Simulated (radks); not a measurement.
The mean radii <r> (bohr) of the occupied orbitals of an atom or ion are listed with their occupations. Method: scalar-relativistic Kohn-Sham, exchange-only B88, spin-polarised, spherical densities, finite nucleus; Fermi nuclear charge, rms radius of each element as measured or else 0.836 A^(1/3) + 0.57 fm; computed with a radial shooting solver on a logarithmic mesh with Libxc functionals.

orbital  occ.      <r>
1s down     1  0.01867
1s up       1  0.01867
2s up       1  0.07896
2s down     1  0.07896
2p up       3  0.07056
2p down     3  0.07056
3s up       1   0.2048
3s down     1   0.2048
3p up       3   0.2049
3p down     3   0.2049
3d up       5   0.1856
3d down     5   0.1856
4s up       1   0.4588
4s down     1   0.4588
4p up       3   0.4877
4p down     3   0.4877
4d up       5   0.5232
4d down     5   0.5230
5s up       1    1.104
5s down     1    1.097
5p up       3    1.301
5p down     3    1.289
4f up       7   0.6426
4f down     7   0.6373
6s up       1    3.249
6s down     1    3.558
5d up       3    2.243

Name the element and its charge. Open shells, if any, are filled with parallel spins first.

Answer. Z = 73, tantalum, charge 0: Ta in [Xe] 4f14 5d3 6s2. The 1s radius gives Z: for a bare nucleus <r> = (2 gamma + 1)/(2Z) with gamma = sqrt(1 - (Z/c)^2), 0.01844 bohr for Z = 73, and screening makes it slightly larger (0.01867 here). The occupations add up to 73, and the charge is Z minus that.
